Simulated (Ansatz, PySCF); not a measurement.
Mo(O)2(Cl)(SH) (ClHMoO₂S), SMILES [SH][Mo]([Cl])(=[O])=[O], multiplicity 1.

Geometry: PBE0-D3(BJ)/def2-SVP. The multiplicity is an assumed one; no other spin state was optimised. The structure was generated by enumeration; whether it is a known compound was not checked. The def2 effective core potentials stand for the cores of Mo; spin–orbit coupling is left out. One conformer was computed; it need not be the lowest.

Vertical ionisation energy (IE) and electron affinity (EA) in eV. Rows of orbital energies are one-electron estimates. Where ΔSCF, EOM or ADC give a negative EA the extra electron is unbound and the value depends on the basis.

```
level                                                                        IE    EA
------------------------------------------------------------------------  -----  ----
−ε(HOMO), −ε(LUMO), PBE0/def2-TZVP (PySCF)                                 8.67  3.51
−ε(HOMO), −ε(LUMO), PBE/def2-TZVP (PySCF)                                  7.44  4.11
ΔSCF, CAM-B3LYP/def2-SVPD (Ansatz), final states of multiplicity 2 and 2  10.80  2.12
ΔSCF, PBE/def2-SVPD (Ansatz), final states of multiplicity 2 and 2        10.49  1.43
```

Problem. What vertical singlet–triplet gap does ΔSCF give with CAM-B3LYP/def2-SVPD (Ansatz, a quantum-chemistry and plane-wave program) and with PBE/def2-SVPD (Ansatz)? (The exact figures need the calculation; the answer reports its results.)

Solution. 3.23 and 3.47 eV (triplet above singlet where positive).
